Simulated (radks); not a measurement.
Q: All-electron atom: Sr XIV in [Ar] 3d7. All-electron calculation, Dirac Kohn-Sham, relativistic LDA (MacDonald-Vosko exchange, VWN5 correlation), spin-unpolarised, spherical densities, finite nucleus; open shells fill j = l - 1/2 first; Fermi nuclear charge, rms radius 4.224 fm. Program: a radial shooting solver on a logarithmic mesh with Libxc functionals. Some entries of the table are withheld. Estimate them.

| orbital | occ. | eigenvalue (eV) | <1/r> (bohr^-1) |
|---|---|---|---|
| 1s1/2 | 2 | (1) | 38.86 |
| 2s1/2 | 2 | (2) | (3) |
| 2p1/2 | 2 | (4) | (5) |
| 2p3/2 | 4 | (6) | (7) |
| 3s1/2 | 2 | -637.7530 | 3.051 |
| 3p1/2 | 2 | -568.7989 | (8) |
| 3p3/2 | 4 | -557.1637 | (9) |
| 3d3/2 | 4 | -437.1932 | 2.719 |
| 3d5/2 | 3 | -434.9891 | 2.699 |

A: 
(1) 1s1/2 eigenvalue (eV): -16189.21
(2) 2s1/2 eigenvalue (eV): -2486.410
(3) 2s1/2 <1/r> (bohr^-1): 8.767
(4) 2p1/2 eigenvalue (eV): -2297.710
(5) 2p1/2 <1/r> (bohr^-1): 8.746
(6) 2p3/2 eigenvalue (eV): -2229.647
(7) 2p3/2 <1/r> (bohr^-1): 8.408
(8) 3p1/2 <1/r> (bohr^-1): 2.964
(9) 3p3/2 <1/r> (bohr^-1): 2.885
